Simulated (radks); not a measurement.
All-electron atom: Yb XIV in [Ar] 3d10 4s2 4p5 4d10 4f10 5s2 (not the ground configuration). Method: non-relativistic Kohn-Sham, PBE, spin-polarised, spherical densities, point nucleus; open shells are filled with parallel spins first (spin-orbit coupling, left out, can overturn this in heavy ions); relativity is left out, which matters for an element this heavy; computed with a radial shooting solver on a logarithmic mesh with Libxc functionals.

Radial electron density D(r) = 4 pi r^2 rho(r):

r (bohr),D(r) (e/bohr),spin D(r)
0.001406,5.002,0.00000762
0.001611,6.379,0.0000145
0.001831,7.991,0.0000256
0.002097,10.10,0.0000457
0.002403,12.71,0.0000801
0.002753,15.88,0.000139
0.003129,19.47,0.000230
0.003585,23.98,0.000389
0.004107,29.26,0.000654
0.004705,35.33,0.00109
0.005348,41.73,0.00175
0.006127,49.16,0.00286
0.007019,57.02,0.00464
0.008042,65.00,0.00746
0.00914,72.22,0.0115
0.01047,79.09,0.0181
0.012,84.57,0.0279
0.01374,88.16,0.0424
0.01575,89.53,0.0631
0.0179,88.82,0.0899
0.0205,86.43,0.128
0.02349,83.37,0.175
0.02691,81.12,0.233
0.03059,81.20,0.291
0.03505,84.83,0.351
0.04015,92.41,0.395
0.046,102.8,0.408
0.05228,112.9,0.378
0.0599,120.8,0.298
0.06862,122.9,0.180
0.07862,118.4,0.0703
0.08936,110.2,0.0357
0.1024,101.5,0.145
0.1173,97.81,0.449
0.1344,100.8,0.925
0.1527,107.0,1.44
0.175,110.7,1.95
0.2005,105.1,2.41
0.2297,89.80,2.95
0.2631,70.98,3.86
0.2991,58.16,5.24
0.3426,54.54,7.14
0.3925,58.61,8.94
0.4497,62.53,9.91
0.5111,60.15,9.68
0.5856,50.21,8.32
0.6709,36.45,6.31
0.7686,23.65,4.25
0.8736,14.82,2.64
1.001,8.811,1.41
1.147,5.102,0.653
1.314,2.715,0.250
1.493,1.295,0.0807
1.711,0.4739,0.0172
1.96,0.1306,0.00197
2.245,0.02570,-0.0000722
2.552,0.003920,-0.0000700
2.924,0.0003488,-0.0000114

D(r) has 4 maxima, at r = 0.0160, 0.0670, 0.175, 0.461 bohr, and minima at 0.0287, 0.118, 0.334 bohr, inside which lie 1.97, 11.53, 30.05 electrons.
